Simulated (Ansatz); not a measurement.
Computed with Ansatz on PBE0-D4/def2-TZVP structures; ΔE is electronic, products minus reactants. CCSD(T)/CBS adds triple-zeta CCSD(T) − MP2 to the extrapolated MP2 energy (def2 sets, frozen cores). This one scheme is used for every species. Functionals use def2-TZVPP. B3LYP here is the variant with VWN-RPA as its local correlation; programs differ in this. Triplets are unrestricted, without spin–orbit coupling. One conformer a species, not always the lowest.

Reaction (formal loss of a carbene): `C[SiH](N)BF` → `N[SiH2]BF` + `[CH2]` (triplet)

`C[SiH](N)BF`:

Z-matrix (Å, degrees):
```
C
Si 1 1.880
H 1 1.093 2 110.7
H 1 1.094 2 110.5 3 119.4
H 1 1.093 2 111.6 3 -120.3
N 2 1.724 1 116.0 3 59.4
B 2 2.037 1 110.0 3 -179.8
H 2 1.494 1 106.8 3 -60.2
H 6 1.007 2 121.7 1 -64.7
H 6 1.007 2 120.4 1 83.9
F 7 1.326 2 119.7 1 63.2
H 7 1.207 2 125.0 1 -115.8
```

`N[SiH2]BF`:

Cartesian coordinates in Å:
```
N 0.143 0.994 -1.184
Si -0.528 -0.310 -0.278
B 0.649 -0.600 1.356
F 0.500 -1.692 2.089
H -0.255 1.261 -2.070
H 0.499 1.801 -0.698
H -0.564 -1.517 -1.151
H -1.937 -0.110 0.199
H 1.492 0.174 1.737
```

`[CH2]` (triplet):

Z-matrix (Å, degrees):
```
C
H 1 1.079
H 1 1.079 2 134.9
```

```json
{"level": "r2SCAN-D4", "ΔE (kcal/mol)": "109.4", "difference from CCSD(T)/CBS": "-5.1"}
{"level": "PBE0-D4", "ΔE (kcal/mol)": "113.8", "difference from CCSD(T)/CBS": "-0.7"}
{"level": "B3LYP-D4", "ΔE (kcal/mol)": "112.5", "difference from CCSD(T)/CBS": "-2.0"}
{"level": "ωB97X-V", "ΔE (kcal/mol)": "116.5", "difference from CCSD(T)/CBS": "2.0"}
{"level": "ωB97M-V", "ΔE (kcal/mol)": "115.3", "difference from CCSD(T)/CBS": "0.8"}
{"level": "B3LYP", "ΔE (kcal/mol)": "109.9", "difference from CCSD(T)/CBS": "-4.6"}
{"level": "CCSD/def2-TZVPP", "ΔE (kcal/mol)": "108.6", "difference from CCSD(T)/CBS": "-5.9"}
{"level": "MP2/def2-QZVPP", "ΔE (kcal/mol)": "116.7", "difference from CCSD(T)/CBS": "2.2"}
{"level": "HF/CBS(def2)", "ΔE (kcal/mol)": "77.9", "difference from CCSD(T)/CBS": "-36.6"}
{"level": "CCSD/CBS(def2)", "ΔE (kcal/mol)": "111.7", "difference from CCSD(T)/CBS": "-2.8"}
{"level": "CCSD(T)/CBS", "ΔE (kcal/mol)": "114.5", "difference from CCSD(T)/CBS": "0"}
```

Largest T1 diagnostic among the species: 0.013.

In def2-TZVPP, CCSD(T) changes the Hartree–Fock value by +33.5 kcal/mol (the triples alone add +2.8 kcal/mol) and MP2 by +37.1 kcal/mol. The D4 term adds +2.6 kcal/mol with B3LYP and +1.4 kcal/mol with PBE0; it sums over pairs of atoms, weighted by their polarisabilities, and B3LYP, whose exchange is more repulsive, gets the larger term.
